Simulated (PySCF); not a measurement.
Geometries of 2 isomers of C4H4FNSi, from PBE0-D3(BJ)/def2-SVP geometry optimisation, gas phase (PySCF 2.14.0). One conformer each, no zero-point energy, no frequencies.

Question: Which isomer lies lower at this level?
A.
```xyz
11
angstrom
N      3.379   -0.692    0.572
C      2.263   -0.430    0.386
C      0.891   -0.168    0.155
C      0.247    1.025    0.127
C     -1.169    0.751   -0.306
F     -2.122    1.268    0.533
Si    -0.701   -1.119   -0.168
H      0.661    2.017    0.353
H     -1.365    1.123   -1.329
H     -0.781   -2.002   -1.368
H     -1.266   -1.798    1.029
```
B.
```xyz
11
angstrom
N      3.447   -1.255   -0.143
C      2.720   -0.384    0.077
C      1.801    0.720    0.359
C      0.399    0.344    0.221
C     -0.772    0.032    0.108
Si    -2.519   -0.475   -0.065
F     -3.467    0.791    0.295
H      2.039    1.556   -0.321
H      1.996    1.084    1.383
H     -2.787   -0.873   -1.470
H     -2.819   -1.567    0.894
```

Answer: B. That is `N#CCC#C[SiH2]F`, 24.5 kcal/mol below the other.

```
                SMILES                          atoms numbered as above      E (Eh)  relative (kcal/mol)  relative (kJ/mol)  dipole (D)
        N#CCC#C[SiH2]F       [N:1]#[C:2][CH2:3][C:4]#[C:5][SiH2:6][F:7]  -598.10561                  0.0                0.0        1.95
N#CC1=C[C@H](F)[SiH2]1  [N:1]#[C:2][C:3]1=[CH:4][C@H:5]([F:6])[SiH2:7]1  -598.06663                 24.5              102.3        3.21
```

As drawn, the lower has a C≡C bond and an Si–F bond, which the higher lacks; the higher has a four-membered ring and a C=C bond outside aromatic rings, which the lower lacks.
